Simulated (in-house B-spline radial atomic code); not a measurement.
Orbital energies and mean radii along the 7-electron series, configuration [He] 2s2 2p3. The effective charge is n√(-2ε), a non-relativistic measure. Computed with a radial B-spline atomic code at the basis-set limit: non-relativistic Hartree-Fock, average of the configuration, point nuclei.

```tsv
ion	Z	energy of 2p (Eh)	mean radius of 2p (bohr)	energy of 1s (Eh)	mean radius of 1s (bohr)	effective charge of 2p
N	7	-0.50865	1.4466	-15.666	0.22826	2.0172
O+	8	-1.2442	1.0965	-21.381	0.19846	3.155
F2+	9	-2.2386	0.88959	-28.115	0.17549	4.2319
Ne3+	10	-3.4879	0.75056	-35.859	0.15726	5.2823
Mg5+	12	?	?	?	?	?
Al6+	13	-8.7504	0.5137	-65.127	0.11981	8.3668
Si7+	14	-11.007	0.46518	-76.889	0.11099	9.384
P8+	15	-13.515	0.42513	-89.653	0.10337	10.398
S9+	16	-16.274	0.39149	-103.42	0.096729	11.41
Cl10+	17	-19.283	0.36282	-118.19	0.090886	12.42
Ar11+	18	?	?	?	?	?
K12+	19	?	?	?	?	?
Ca13+	20	-29.812	0.29759	-168.49	0.076936	15.443
Sc14+	21	-33.822	0.28078	-187.26	0.07319	16.449
Ti15+	22	-38.083	0.26579	-207.03	0.069791	17.455
V16+	23	-42.593	0.25231	-227.8	0.066693	18.459
Cr17+	24	-47.354	0.24015	-249.57	0.063858	19.464
```

Question: Fill in the row of Mg5+.

Answer: energy of 2p (Eh): -6.7445; mean radius of 2p (bohr): 0.57373; energy of 1s (Eh): -54.367; mean radius of 1s (bohr): 0.13016; effective charge of 2p: 7.3455.

Question: Fill in the row of Ar11+.

Answer: energy of 2p (Eh): -22.542; mean radius of 2p (bohr): 0.3381; energy of 1s (Eh): -133.95; mean radius of 1s (bohr): 0.085708; effective charge of 2p: 13.429.

Question: Fill in the row of K12+.

Answer: energy of 2p (Eh): -26.052; mean radius of 2p (bohr): 0.31654; energy of 1s (Eh): -150.72; mean radius of 1s (bohr): 0.081086; effective charge of 2p: 14.437.

Question: How does the screening of 2p change?

Answer: Z less the effective charge goes from 4.98 at Z = 7 to 4.54 at Z = 24.
